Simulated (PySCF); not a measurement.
**Heteronuclear NMR**

Atom-mapped SMILES (the numbers label the heavy atoms): `[O:1]=[C:2]([CH2:3][CH:4]([SiH3:5])[SiH3:6])[C:7]([F:8])([F:9])[F:10]`; H(Xn) means a hydrogen on atom n.

[PySCF 2.14.0 with density-fitted response routines: coordinates at the GFN2-xTB level; σ from GIAO-PBE0/pcSseg-1; fast rotation and ring inversion assumed for equivalent nuclei; no solvent; one conformer; non-relativistic]

(1) Predict the 19F NMR data.

(2) What are the 29Si shifts?

(3) What are the 17O shifts?

Answers

(1) 
```json
{"atoms": "F8/F9/F10", "environment": "fluorine of a CF3 group", "σ (ppm)": "264.8", "δ (ppm)": "-78.3"}
```

Shieldings were converted by a linear fit to measured shifts: 19F (scatter 6.0 ppm rms, 7.0 ppm with the 5 outliers that the fit left out vs CFCl3, solution or neat liquid, with a term for F on sp3 carbon). Occasional misses reach two or three times the rms, and more in compound classes unlike the fitted ones.

On a 300 MHz spectrometer 19F resonates near 282.3 MHz, so 1 ppm is 282.3 Hz.

(2) 
| atoms | environment | σ (ppm) | δ (ppm) |
| --- | --- | --- | --- |
| Si5/Si6 | silicon bonded to C, 3 H | 414.1 | -60.4 |

Shieldings were converted by a linear fit to measured shifts: 29Si: δ = 279.94 − 0.822σ (rms 8.9 ppm, 72 shifts, 25.8 ppm with the 6 outliers that the fit left out vs TMS, solution or neat liquid). A few per cent of atoms miss by over 2 rms, more outside the fitted compound classes.

On a 600 MHz spectrometer 29Si resonates near 119.2 MHz, so 1 ppm is 119.2 Hz.

(3) 
| atoms | environment | σ (ppm) | δ (ppm) |
| --- | --- | --- | --- |
| O1 | ketone oxygen | -312.6 | 551.5 |

Shieldings were converted by a linear fit to measured shifts: 17O (scatter 10.7 ppm rms, 12.2 ppm with the 3 outliers that the fit left out vs liquid water, solution or neat liquid). Occasional misses reach two or three times the rms, and more in compound classes unlike the fitted ones.

On a 300 MHz spectrometer 17O resonates near 40.7 MHz, so 1 ppm is 40.7 Hz.
